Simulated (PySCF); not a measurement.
CH4Si, SMILES C=[SiH2]. The structure is a stationary point at r2SCAN-D4/def2-TZVP.

Computed equilibrium geometry at r2SCAN-D4/def2-TZVP (PySCF confirms it by a frequency run) as a Z-matrix, and its point group:
point group C2v.
```
Si
C 1 1.7021
H 2 1.0839 1 122.28
H 2 1.0839 3 115.44 1 180.00
H 1 1.4775 2 122.53 3 0.00
H 1 1.4775 5 114.94 2 180.00
```
